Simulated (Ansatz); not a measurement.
Total energies of ClGaH$_{4}$N$_{2}$, SMILES `[NH2][Ga]([NH2])[Cl]`.

Cartesian coordinates in Å:
```
N -1.225 -0.374 1.039
Ga -0.216 0.236 -0.331
N 1.566 0.002 -0.516
Cl -1.223 1.337 -1.872
H -2.228 -0.383 0.955
H -0.898 -1.095 1.659
H 2.149 -0.272 0.257
H 2.075 0.550 -1.190
```

Total charge 0; spin multiplicity 1. Correlated methods include outer-core shells of Ga, which these sets cover unevenly. Scalar relativity is left out up to krypton. All single points use the PBE0-D4/def2-TZVP geometry. It is one conformer, not always the lowest. Basis def2-TZVPP, Ansatz.

RPA on PBE orbitals: Hartree–Fock energy of these orbitals -2494.09012 Eh, correlation -1.32251 Eh (frozen core).

| functional | kind | energy without D4 (Eh) | D4 term (kJ/mol) |
| --- | --- | --- | --- |
| PBE | GGA | -2496.51851 | -16.3 |
| B97M-V | meta-GGA with VV10 | -2496.62466 | – |
| PBE0 | global hybrid, 25 % exact exchange | -2496.60293 | -13.9 |
| r2SCAN0 | meta-GGA hybrid, 25 % | -2496.99088 | -4.7 |
| HSE06 (plane-wave form) | screened hybrid | -2496.58912 | -13.1 |
| BHLYP | global hybrid, 50 % | -2497.04491 | -22.3 |
| ωB97X-V | range-separated hybrid GGA with VV10 | -2496.85519 | – |
| ωB97M-V | range-separated hybrid meta-GGA with VV10 | -2496.96574 | – |
| B2PLYP | double hybrid | -2496.55746 | – |
| PBE-QIDH | double hybrid | -2496.17332 | – |

Give the same for LDA (SPW92), revPBE, BLYP, r2SCAN, B3LYP, r2SCANh, CAM-B3LYP, LC-ωPBE. (Estimate.)

Ansatz gave: 
```json
{"functional": "LDA (SPW92)", "kind": "LDA", "energy without D4 (Eh)": "-2491.70897", "D4 term (kJ/mol)": "–"}
{"functional": "revPBE", "kind": "GGA", "energy without D4 (Eh)": "-2496.87073", "D4 term (kJ/mol)": "-42.9"}
{"functional": "BLYP", "kind": "GGA", "energy without D4 (Eh)": "-2497.16123", "D4 term (kJ/mol)": "-34.8"}
{"functional": "r2SCAN", "kind": "meta-GGA", "energy without D4 (Eh)": "-2497.03468", "D4 term (kJ/mol)": "-3.9"}
{"functional": "B3LYP", "kind": "global hybrid, 20 %", "energy without D4 (Eh)": "-2497.20219", "D4 term (kJ/mol)": "-26.4"}
{"functional": "r2SCANh", "kind": "meta-GGA hybrid, 10 %", "energy without D4 (Eh)": "-2497.01658", "D4 term (kJ/mol)": "-4.2"}
{"functional": "CAM-B3LYP", "kind": "range-separated hybrid", "energy without D4 (Eh)": "-2497.22177", "D4 term (kJ/mol)": "-14.3"}
{"functional": "LC-ωPBE", "kind": "long-range corrected hybrid", "energy without D4 (Eh)": "-2496.69742", "D4 term (kJ/mol)": "–"}
```

B3LYP takes the VWN-RPA correlation (the form of Gaussian; ORCA's B3LYP/G). HSE06 is the plane-wave form, built on full-range PBE exchange. The double hybrids freeze the cores in their second-order part.

LC-ωPBE has ω = 0.4 bohr⁻¹.
